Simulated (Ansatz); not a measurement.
`C=N[CH2][GeH3]`, relaxed with RKS PBE0-D4/def2-TZVP in Ansatz 0.2.0 from a PBE-D4/def2-SVP geometry. The force threshold is 0.005 eV/Å; the program also tests the step.

The species carries charge 0 and has multiplicity 1.

Start:

```xyz
11

C     1.318   -0.835   -1.343
N     1.204   -0.248   -0.215
C     0.046   -0.510    0.594
Ge   -1.056    1.148    0.688
H     2.193   -0.614   -1.984
H     0.573   -1.574   -1.734
H     0.356   -0.721    1.639
H    -0.597   -1.355    0.235
H    -1.479    1.544   -0.750
H    -0.235    2.296    1.324
H    -2.322    0.868    1.545
```

| step | energy (eV) | largest force (eV/Å) | largest move (Å) |
| --- | --- | --- | --- |
| 1 | -60185.1268 | 1.048 | 0.000 |
| 2 | -60185.1690 | 0.224 | 0.040 |
| 3 (rejected) | -60185.1689 | 0.233 | 0.021 |
| 4 | -60185.1717 | 0.045 | 0.010 |
| 5 (rejected) | -60185.1716 | 0.041 | 0.016 |
| 6 | -60185.1719 | 0.014 | 0.007 |
| 7 | -60185.1719 | 0.016 | 0.007 |
| 8 | -60185.1720 | 0.009 | 0.011 |
| 9 | -60185.1720 | 0.008 | 0.011 |
| 10 | -60185.1720 | 0.004 | 0.005 |

End:

```xyz
11

C     1.308   -0.818   -1.323
N     1.211   -0.263   -0.196
C     0.043   -0.512    0.593
Ge   -1.047    1.133    0.676
H     2.180   -0.617   -1.943
H     0.549   -1.506   -1.722
H     0.341   -0.738    1.620
H    -0.581   -1.338    0.217
H    -1.497    1.503   -0.748
H    -0.222    2.282    1.273
H    -2.285    0.873    1.553
```

Run time 32 s (4 threads of an Arm Neoverse V1 on a shared host); peak host memory 0.46 GiB.
